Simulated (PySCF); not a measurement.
**AsSF3: fields on a plane**

Method: PBE/[As def2-SVP, S def2-SVP, F def2-SVP], no relativity, density fitting, PySCF.

The singlet minimum has As–F 1.730 Å (×3), As–S 2.013 Å; F–As–F 97.4° (×3), F–As–S 119.9° (×3).

The plane holds As1 at (0.00, 0.00), S2 at (2.01, 0.00), F3 at (-0.86, 1.50) Å. Columns run from x = -2.85 to 4.35 Å, rows from y = 3.75 (top) to -1.95 Å, in steps of 0.3 Å. Other isomers or separated fragments may lie lower.

Question: Give the electron localisation function (set to 0 where the density is under 0.005 e/Å³). Lower edges of the bins: '0' 0.000, '1' 0.091, '2' 0.182, '3' 0.273, '4' 0.364, '5' 0.455, '6' 0.546, '7' 0.637, '8' 0.728, '9' 0.819; top 0.91.

Answer: 
```
0000000000000000000000000
0000000000000000000000000
0000000000000000000000000
0000011211000000000000000
0000134543100000000000000
0002468886300001100000000
0013689998400024554300000
0025893198300146776531000
0025893187311358898752000
0014799885334579999853100
0002467631136689999973100
0000123215514771117974100
0000012155553743881884100
0000012155553743881884100
0000002215515771117974100
0000001221136789999973100
0000000122356679999863100
0000000001234468898752000
0000000000012346776531000
0000000000001124554300000
```

Question: Give the electron density (e/Å³) (cut at 5 e/Å³). Lower edges of the bins (e/Å³): '_' 0.000, '.' 0.030, ':' 0.076, '-' 0.151, '=' 0.268, '+' 0.455, '*' 0.750, '#' 1.218, '%' 1.960, '@' 3.136; top 5.00, each point printed twice.

Answer: 
```
__________________________________________________
__________________________________________________
__________________________________________________
__________________________________________________
________....::::::..______________________________
______..::==++**==--..____________________________
______..==##@@@@%%++::..__________________________
______::++@@@@@@@@**--................____________
______::++@@@@@@@@**==::::::::::--::::..__________
______::==##@@@@%%**====------======--::..________
______..::==**********++====++******++==::..______
________..--==++##@@@@##**++**##%%##**++--..______
________..::==**@@@@@@@@******@@@@@@##++--..______
________..::==**@@@@@@@@******@@@@@@##++--..______
________..::--++##@@@@##**++**##%%##**++--..______
________..::--==++****++====++******++==::..______
________....::----====--------======--::..________
__________....::::::::::::::::::--::::..__________
______________........................____________
__________________________________________________
```
